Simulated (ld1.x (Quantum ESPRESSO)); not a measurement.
Before and after: TM potential for antimony

```
Element                 : antimony (Sb)
Generator               : ld1.x (Quantum ESPRESSO) 7.5
Type                    : norm-conserving Troullier–Martins (Kleinman–Bylander form)
Functional              : PBE
Relativity              : fully relativistic
Frozen core             : [Kr] 4d10
Valence charge          : 5
Reference configuration : 5s1.5 5p3.5
Partial waves           : 5p (bound): rc 2.55 bohr; 5d channel at -0.1 Ry: rc 2.15 bohr; 5s (bound): rc 1.85 bohr
Local potential         : the s channel
Core correction         : a·sin(br)/r model core inside 1.15 bohr
```

Open shells are filled in proportion to 2j + 1 (rel_dist='average').

All-electron outer shells of the reference configuration (PBE, scalar-relativistic, ld1.x):

| shell | level (eV) | outermost node (bohr) | outermost maximum (bohr) |
| --- | --- | --- | --- |
| 4p | -102.53 | 0.39 | 0.76 |
| 4d | -34.22 | 0.38 | 0.84 |
| 5s | -13.24 | 0.95 | 1.88 |
| 5p | -5.12 | 1.04 | 2.32 |

Change: core correction a·sin(br)/r model core inside 2.26 bohr.

Cutoffs: the cutoffs (Ry, on a coarse ladder) from which the occupation-weighted sum of valence levels, in a spherical-Bessel basis at the reference potential, stays within 10 and 1 mRy of its value at 400 Ry; they do not see the model core or the augmentation charge, which bear on the density cutoff. Errors are all-electron minus pseudo energies relative to the spin-unpolarised reference configuration.

Question: What does the change do?

Answer: The potential gets neither clearly harder nor softer (21 Ry and 35 Ry → 21 Ry and 35 Ry); both files keep a bound ghost (d); of the 7 tests that both files solve, the error grows in 2 and shrinks in 4 by more than 15 % and 0.3 meV (median size 2.5 → 0.8 meV). A wider model core is smoother and lowers the density cutoff, which this test does not measure.

| quantity | base | changed |
| --- | --- | --- |
| cutoff, loose | 21 Ry | 21 Ry |
| cutoff, tight | 35 Ry | 35 Ry |
| bound ghosts | d3/2, d5/2 | d3/2, d5/2 |
| error for 5s2 5p3, meV [ΔE -4.02 eV] | -2.4 | -0.2 |
| error for 5s2 5p2, meV [ΔE 4.32 eV] | -1.9 | -3.7 |
| error for 5s2 5p1, meV [ΔE 20.31 eV] | -22 | -41 |
| error for 5s1 5p4, meV [ΔE 4.07 eV] | -2.5 | -0.3 |
| error for 5s2 5p2.5, meV [ΔE -0.75 eV] | -1.4 | 0.0 |
| error for 5s1 5p3, meV [ΔE 13.02 eV] | -9.7 | -8.8 |
| error for 5s2 5p3.3, meV [ΔE -5.18 eV] | -2.8 | -0.8 |
| s: phases at 2.75 bohr within 0.05 rad from the reference energy up to (Ry; the scan ends near 5) | 2.0 | 2.0 |
| p1/2: phases at 2.75 bohr within 0.05 rad from the reference energy up to (Ry; the scan ends near 5) | 3.1 | 3.1 |
| p3/2: phases at 2.75 bohr within 0.05 rad from the reference energy up to (Ry; the scan ends near 5) | 3.0 | 3.0 |
| d3/2: phases at 2.75 bohr within 0.05 rad from the reference energy up to (Ry; the scan ends near 5) | 0.6 | 0.6 |
| d5/2: phases at 2.75 bohr within 0.05 rad from the reference energy up to (Ry; the scan ends near 5) | 0.6 | 0.6 |

 A true bound ghost makes a file unfit for plane-wave use even where its test errors are small: the radial tests pick states by their node count and pass the ghost by.
